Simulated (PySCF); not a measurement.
Problem. Give a PBE0-D3(BJ)/def2-SVP geometry of `C[SiH2]/C=C(/[SiH3])C(F)(F)F`.

Solution. 
Z-matrix in Å and degrees, rows numbered from 1:
```
C 
Si  1  1.8766
C   2  1.8975  1  111.06
C   3  1.3452  2  130.12  1   -83.62
Si  4  1.8905  3  122.00  2   179.88
C   4  1.5040  3  121.34  2    -1.14
F   6  1.3411  4  113.02  3    31.42
F   6  1.3348  4  111.72  3   -89.48
F   6  1.3416  4  110.68  3   151.24
H   1  1.0993  2  110.25  3    62.75
H   1  1.1006  2  110.45  3  -177.23
H   1  1.1006  2  110.76  3   -57.44
H   2  1.4964  1  109.83  3   115.80
H   2  1.4916  1  111.76  3  -124.00
H   3  1.0994  2  114.28  1    96.53
H   5  1.4925  4  111.01  3  -109.01
H   5  1.4923  4  110.49  3   130.18
H   5  1.4920  4  106.84  3    10.38
```

The C–Si distances run from 1.877 Å (C1–Si2, drawn single) to 1.897 Å (Si2–C3, drawn single), a spread of 0.020 Å. The C–C distances run from 1.345 Å (C3=C4, drawn double) to 1.504 Å (C4–C6, drawn single), a spread of 0.159 Å. Si2 (SiH2 silicon) is distorted tetrahedral (angles from 105.1° to 111.8°). Of the pairs four or more bonds apart, Si2···F7 is among the closest relative to their van der Waals radii: 2.91 Å, 82 % of the sum of Bondi's values.

The calculation used PBE0-D3(BJ)/def2-SVP geometry optimisation, gas phase in PySCF.

Point group: C1 (no symmetry element, even within 0.4 Å). PBE0-D3(BJ)/def2-SVP frequencies: not computed here. One conformer, not necessarily the lowest (C1–Si2–C3–C4 -84°).

On one thread of an Arm Neoverse N1, shared host with 64 logical CPUs at a one-minute load of 61, this took 7.0 min wall and 0.77 GiB of memory at its peak. This is the geometry optimisation.
